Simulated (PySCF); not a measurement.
**Ionisation energy of Ta²⁺ by level of theory**

Ta²⁺ [Xe] 4f14 5d3 (4F) → Ta³⁺ [Xe] 4f14 5d2 (3F), as a difference of total energies. Calculation: PySCF 2.14, in ANO-RCC-VTZP (8s7p5d3f2g1h, 104 functions); scalar relativity by spin-free X2C-1e. Correlated levels: valence: [Xe] 4f14 frozen. The calculations carry no spin-orbit coupling.

| method | ionisation energy (eV) |
| --- | --- |
| UHF | 23.121 |
| MP2 (valence) | 23.372 |
| SCS-MP2 (valence) | 23.205 |
| CCSD (valence) | 23.427 |
| CCSD(T) (valence) | 23.429 |

Task: How much does correlation contribute at CCSD(T) (valence)?

Result: 23.429 − (23.121) = 0.308 eV, measured against UHF.

A first-order spin-orbit estimate (lowest level to lowest level, LS coupling) adds -0.083 eV.

Errors of the correlated levels include the incompleteness of this basis and the frozen core.

For comparison: 23.1 ± 1.6 eV (theoretical estimate listed by NIST; NIST Atomic Spectra Database, ionization energies).
